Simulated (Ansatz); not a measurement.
C2H5O (SMILES CC[O-]), charge -1, singlet, at a GFN2-xTB geometry (a gas-phase anion, which may not be bound at this level); Ansatz (an electronic-structure program) with CAM-B3LYP/6-311G**.

Input for Ansatz:
Ansatz 0.2 input:
```yaml
crystal:
  periodic: [false, false, false]
  atoms:
    - {symbol: C, position_ang: [1.14079889, -0.41047783, -0.00910137]}
    - {symbol: C, position_ang: [-0.15104036, 0.49608328, -0.00011144]}
    - {symbol: O, position_ang: [-1.28599144, -0.12785782, 0.01201976]}
    - {symbol: H, position_ang: [0.01912236, 1.20779716, 0.90182864]}
    - {symbol: H, position_ang: [0.00273178, 1.20239996, -0.90920924]}
    - {symbol: H, position_ang: [2.05088849, 0.19671438, -0.01914757]}
    - {symbol: H, position_ang: [1.14631297, -1.04620846, 0.87611273]}
    - {symbol: H, position_ang: [1.13032475, -1.05147317, -0.89046572]}
basis:
  gaussian:
    orbitals: 6-311G__.json
hamiltonian:
  xc: cam_b3lyp
total_charge: -1
accuracy: high
```
The basis file holds 6-311G** in the JSON format of the Basis Set Exchange.

Output, abridged:

```
Functional definition: CAM-B3LYP
1751 factors; integrals over basis functions are off by at most 3.7e-9 eV
337 factors; integrals over basis functions are off by at most 1.9e-9 eV
mean field evaluation 1: about -4199.1139 eV, gradient 2.9e1 eV
mean field evaluation 2: about -4198.4069 eV, gradient 3.8e1 eV
mean field evaluation 4: about -4200.7622 eV, gradient 1.6e0 eV
mean field evaluation 8: about -4200.7672 eV, gradient 3.7e-2 eV
mean field evaluation 16: about -4200.7672 eV, gradient 8.3e-6 eV
mean field -4200.76720245 eV, -154.3753473076 hartree, gradient 2.5e-8 eV, S^2 0.000000; 0 other end points of the search recorded, 0 dependent functions left out
reference -4200.76722089 eV, -154.3753479854 hartree; 13, 13 occupied and 71, 71 virtual orbitals, 1751 factors
Total energy: -4200.76722089 eV, -154.3753479854 hartree
```
